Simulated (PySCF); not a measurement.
Species: C6H5PS.
SMILES: `C#CPc1cccs1`

Torsions of this conformer, `[CH:1]#[C:2][PH:3][c:4]1[cH:5][cH:6][cH:7][s:8]1`: C2–P3–C4–C5 25°.

The closed-shell ground state was solved at several levels (PySCF, density fitting, gas phase, non-relativistic). The structure is a single PBE0-D3(BJ)/def2-SVP conformer in the gas phase; no vibrational or solvent corrections.

```tsv
level	basis functions	HOMO (eV)	LUMO (eV)	gap (eV)	dipole (D)
HF/pcSseg-1	175	-8.88	2.49	11.37	1.94
PBE0/pcSseg-1	175	-6.81	-0.99	5.82	1.67
```

Problem. Estimate the row for PBE0/def2-SVPD, a basis of 211 functions; the other rows only guide the guess.

Solution. HOMO -6.80 eV, LUMO -1.02 eV, gap 5.78 eV, dipole 1.69 D.

Problem. Over all these levels, which gives the widest orbital gap and which the narrowest?

Solution. HF/pcSseg-1 (Hartree–Fock, all exact exchange) has the widest, 11.37 eV, and PBE0/def2-SVPD (global hybrid, 25 % exact exchange) the narrowest, 5.78 eV. Functional and basis both differ between the two, so the spread mixes both effects. The HOMO need not be the same orbital at Hartree–Fock and at DFT levels.

Problem. How far do the dipole and the HOMO energy spread over the levels?

Solution. The dipole runs from 1.67 to 1.94 D (mean 1.77 D) and the HOMO from -8.88 to -6.80 eV.
